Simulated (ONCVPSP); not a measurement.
What one change does to a pseudopotential (potassium (K), ONCV)

- Element: potassium
- Generator: ONCVPSP 4.0.1
- Type: optimised norm-conserving Vanderbilt (ONCV)
- Functional: PW91
- Relativity: scalar-relativistic
- Frozen core: [Ne]
- Valence charge: 9
- Reference configuration: 3s2 3p6 4s0.75 4p0.25
- Partial waves: 3s+4s: rc 2.35 bohr, ncon 5, nbas 10, qcut 6.7 1/bohr, 2 projectors; 3p+4p: rc 2.10 bohr, ncon 3, nbas 7, qcut 7.8 1/bohr, 2 projectors; d scattering state at 0.2 Ha: rc 2.10 bohr, ncon 4, nbas 7, qcut 4.3 1/bohr, local
- Local potential: the d channel
- Core correction: Teter function, fcfact 2.75, rcfact 1.55

Change: s: qcut 10.

Cutoffs: the cutoffs (Ha) at which the residual kinetic energy of the hardest occupied pseudo-wave falls to 1 and 0.1 mHa per electron; they do not see the model core or the augmentation charge, which bear on the density cutoff. Errors are all-electron minus pseudo energies relative to the spin-unpolarised reference configuration.

**Question.** How do hardness, ghosts and transferability respond?

**Answer.** The potential gets harder (12 Ha and 15 Ha → 25 Ha and 31 Ha); both files keep a bound ghost (s); the errors of the 4 common tests hardly move; the range in which the s phases agree widens (upper end 2.8 → 3.8). The waves are optimised to have the least kinetic energy above qcut, so the cutoff follows it (qcut²/2 in Ha).

```csv
quantity,base,changed
"cutoff, loose",12 Ha,25 Ha
"cutoff, tight",15 Ha,31 Ha
loose cutoff by channel,"s 12 Ha, p 12 Ha","s 25 Ha, p 12 Ha"
bound ghosts,s,s
GHOST(+) flags under 300 eV,none,none
"error for 3s2 3p6 4s1 4p0, meV [ΔE -0.38 eV]",0.0,0.0
"error for 3s2 3p6 4s0 4p0, meV [ΔE 3.97 eV]",-0.2,-0.1
"error for 3s2 3p6 4s0.5 4p0, meV [ΔE 1.26 eV]",-0.1,0.0
"error for 3s2 3p6 4s0 4p1, meV [ΔE 1.16 eV]",-0.1,0.0
s: phases at 2.38 bohr within 0.05 rad from the reference energy up to (Ha; the scan ends near 5),2.8,3.8
p: phases at 2.13 bohr within 0.05 rad from the reference energy up to (Ha; the scan ends near 5),1.1,1.1
d: phases at 2.13 bohr within 0.05 rad from the reference energy up to (Ha; the scan ends near 5),0.8,0.8
"rms error of d²Exc/dni dnj with the model core, mHa",0.92,1.19
```

Base: The cutoffs count occupied waves only; projector 1 of the d channel, the hardest unoccupied one, needs 33 Ha at the loose tolerance. A true bound ghost makes a file unfit for plane-wave use even where its test errors are small: the radial tests pick states by their node count and pass the ghost by.
